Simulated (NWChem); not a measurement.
All runs are NWChem calculations. System: digermane (H6Ge2), charge 0, spin multiplicity 1, at a geometry optimised with PBE/def2-SVP. Level: MP2/def2-TZVP, 18 core orbitals frozen.

Input file:

```
start mol
memory heap 200 mb stack 900 mb global 1100 mb
geometry units angstroms nocenter noautoz
  Ge     1.217923     0.051500    -0.000019
  Ge    -1.217923    -0.051500    -0.000019
  H      1.727754     0.811860     1.252695
  H      1.730105     0.789125    -1.265417
  H      1.820909    -1.378114     0.013339
  H     -1.727754    -0.811860     1.252695
  H     -1.730105    -0.789125    -1.265417
  H     -1.820909     1.378114     0.013339
  symmetry group C2
end
basis spherical
  * library def2-tzvp
end
scf
  rhf
  nopen 0
  maxiter 100
  thresh 1e-7
  semidirect memsize 60000000 filesize 0
end
mp2
  freeze core 18
end
task mp2 energy
```

Output (cleaned and shortened):

```
             Northwest Computational Chemistry Package (NWChem) 7.3.0
             --------------------------------------------------------

                                NWChem Input Module
                                -------------------

 Scaling coordinates for geometry "geometry" by  1.889725989
 (inverse scale =  0.529177249)

 Turning off AUTOSYM since
 SYMMETRY directive was detected!

                             Geometry "geometry" -> ""
                             -------------------------

 Output coordinates in angstroms (scale by  1.889725989 to convert to a.u.)

  No.       Tag          Charge          X              Y              Z
 ---- ---------------- ---------- -------------- -------------- --------------
    1 Ge                  32.0000     1.21792300     0.05150000    -0.00001900
    2 Ge                  32.0000    -1.21792300    -0.05150000    -0.00001900
    3 H                    1.0000     1.72775400     0.81186000     1.25269500
    4 H                    1.0000     1.73010500     0.78912500    -1.26541700
    5 H                    1.0000     1.82090900    -1.37811400     0.01333900
    6 H                    1.0000    -1.72775400    -0.81186000     1.25269500
    7 H                    1.0000    -1.73010500    -0.78912500    -1.26541700
    8 H                    1.0000    -1.82090900     1.37811400     0.01333900

 Effective nuclear repulsion energy (a.u.)     320.8250798370

            Nuclear Dipole moment (a.u.)
            ----------------------------
        X                 Y               Z
 ---------------- ---------------- ----------------
     0.0000000000     0.0000000000     0.0000340151

      Symmetry information
      --------------------

 Group name             C2
 Group number              4
 Group order               2
 No. of unique centers     4

      Symmetry unique atoms

     1    3    4    5


 Summary of "ao basis" -> "" (spherical)
 ------------------------------------------------------------------------------
       Tag                 Description            Shells   Functions and Types
 ---------------- ------------------------------  ------  ---------------------
[...]
     1   1 0 0     -0.000000      0.000000      0.000000
     1   0 1 0     -0.000000      0.000000      0.000000
     1   0 0 1     -0.000219      0.000000      0.000034

     2   2 0 0    -31.194236      0.000000    405.393453
     2   1 1 0     -0.032748      0.000000     16.181781
     2   1 0 1     -0.000000      0.000000      0.000000
     2   0 2 0    -30.397758      0.000000     23.325514
     2   0 1 1     -0.000000      0.000000     -0.000000
     2   0 0 2    -30.395996      0.000000     22.645568

                   NWChem MP2 Semi-direct Energy/Gradient Module
                   ---------------------------------------------

  Basis functions       =    132
  Molecular orbitals    =    132
  Frozen core           =     18
  Frozen virtuals       =      0
  Active alpha occupied =     17
  Active beta occupied  =     17
  Active alpha virtual  =     97
  Active beta virtual   =     97
  Use MO symmetry       = T
  Use skeleton AO sym   = T

  AO/Fock/Back tols     =   1.0D-09  1.0D-09  1.0D-09

 GA uses MA = F    GA memory limited = T

 Available:
  local mem=  1.26D+08
 global mem=  1.44D+08
 local disk=  0.00D+00
  mp2_memr nvloc                    97
  nvloc new                    97
   1 passes of  17:        4194304                     117961                  46772076.
   1 passes of  17: M    126113669           G      144144352           F     121919365.

 Semi-direct pass number   1 of   1  for RHF alpha+beta  at        3.6s
  vrange nnbf                  8337
  mp2_eaftype                   178  avail_ma_in_mb                  1099
 EAF : mp2_eaftype filesize         178   23386038.
  mp2_eaf for mointskh                    178
Node 0 wrote    110.0 Mb in      0.2 s     Agg I/O rate:   648.5 Mb/s
 Done moints_semi at       11.1s
  mp2_eaftype                   178  avail_ma_in_mb                   921
 EAF : mp2_eaftype filesize         178   23386038.
  mp2_eaf for kh                   178
 Done maket at       11.4s
 Done multipass loop at       11.4s

          -------------------------------------------
          SCF energy               -4154.218144486871
          Correlation energy          -0.516332602574
          Singlet pairs               -0.308529129524
          Triplet pairs               -0.207803473050
          Total MP2 energy         -4154.734477089445
          -------------------------------------------

          ---------------------------------------------------
                    Spin Component Scaled (SCS) MP2
          Same spin pairs                     -0.138535648700
          Same spin scaling factor             0.333333333333
          Opposite spin pairs                 -0.377796953874
          Opposite spin scaling fact.          1.200000000000
          SCS-MP2 correlation energy          -0.499534894216
          Total SCS-MP2 energy             -4154.717679381087
          ---------------------------------------------------

 -----------------------
 Performance information
 -----------------------

 Timer overhead =  9.65D-08 seconds/call

               Nr. of calls         CPU time (s)                 Wall time (s)                GFlops
             ---------------    -------------------     ------------------------------   -------------------
Name         Min   Avg   Max    Min     Avg     Max     Min     Avg     Max   Mx/calls   Min     Max     Sum
mp2: moin     1     1     1    7.5     7.5     7.5      7.5     7.5     7.5     7.5      0.0     0.0     0.0
mp2: make     1     1     1   0.27    0.27    0.27     0.27    0.27    0.27    0.27      0.0     0.0     0.0
mp2: tota     1     1     1    7.9     7.9     7.9      7.9     7.9     7.9     7.9      0.0     0.0     0.0

 The average no. of pstat calls per process was 3.00D+00
 with a timing overhead of 2.89D-07s

 Task  times  cpu:       11.4s     wall:       11.4s

 Total times  cpu:       11.4s     wall:       11.4s
```
